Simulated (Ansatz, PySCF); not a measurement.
Breaking a bond: SMILES [SiH3]Br (H3BrSi), singlet. The Si1–Br5 bond (Si1 also carries H, H, H; Br5 carries nothing else) is varied alone, starting from the PBE0/def2-TZVP optimised geometry.

Levels: RKS-PBE = restricted PBE/cc-pVDZ run with Ansatz (a quantum-chemistry and plane-wave program); RHF/cc-pVDZ (PySCF); UKS-B3LYP/6-31G* = unrestricted B3LYP/6-31G*, spherical d run with PySCF.

Energies are in mEh, each relative to the lowest point of its own curve near equilibrium.

| R / Å | RKS-PBE | RHF | UKS-B3LYP/6-31G* |
|---|---|---|---|
| 1.76 | 138.8 | 144.0 | 133.2 |
| 1.89 | 60.7 | 62.7 | 57.4 |
| 1.99 | 27.2 | 27.9 | 25.3 |
| 2.08 | 10.2 | 10.2 | 9.2 |
| 2.15 | 3.1 | 3.0 | 2.6 |
| 2.22 | 0.0 | 0.0 | 0.0 |
| 2.30 | 0.0 | 0.4 | 0.5 |
| 2.33 | 0.8 | 1.4 | 1.4 |
| 2.42 | 5.0 | 6.4 | 6.1 |
| 2.59 | 17.9 | 21.3 | 19.7 |
| 2.76 | 33.8 | 39.8 | 36.1 |
| 2.97 | 54.0 | 63.8 | 56.8 |
| 3.32 | 84.1 | 101.3 | 87.6 |
| 3.69 | 108.9 | 134.9 | 111.4 |
| 4.04 | 126.0 | 160.9 | 123.8 |
| 4.44 | 139.6 | 184.6 | 131.6 |
| 4.85 | 148.6 | 203.2 | 136.1 |
| 5.48 | 156.5 | 223.0 | 139.6 |
| 5.94 | 159.5 | 232.6 | 140.8 |
| 6.63 | 161.9 | 242.3 | 141.7 |
| 7.68 | 163.2 | 251.5 | 142.2 |

At the longest distance, 7.68 Å, RHF lies highest above its minimum (251.5 mEh) and UKS-B3LYP/6-31G* lowest (142.2 mEh).

The restricted form behind RKS-PBE, RHF keeps the bonding electrons paired and can't separate into open-shell fragments. The unrestricted determinant behind UKS-B3LYP/6-31G* is spin-contaminated at 3.69 to 7.68 Å (<S²> up to 0.9, against 0.00 for a pure singlet).
